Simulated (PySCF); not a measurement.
## Electron correlation in Hf⁺ (hafnium, charge +1)

[Xe] 4f14 5d3, high-spin 4F determinant (an excited configuration). Computed with PySCF 2.14 in def2-QZVPPD with the def2 core potential (60 electrons) (7s6p4d3f2g, 84 functions), with a scalar-relativistic core potential. Frozen: nothing; 11 electrons correlated.

```
  level  correlation energy (mhartree)
   CCSD                        -251.76
    (T)                          -6.00
CCSD(T)                        -257.76
```

Diagnostics: T1 = 0.0043, D1 = 0.0082, largest double amplitude 0.021.

Spin-orbit coupling, absent here, splits the open shell strongly.

Cost of the coupled-cluster step: roughly 20 core-seconds, for 11 correlated electrons.

The basis has no tight functions for the innermost shells, so their pair energies are far from complete.

This basis was not built for core-valence correlation, so the inner-shell part is incomplete.
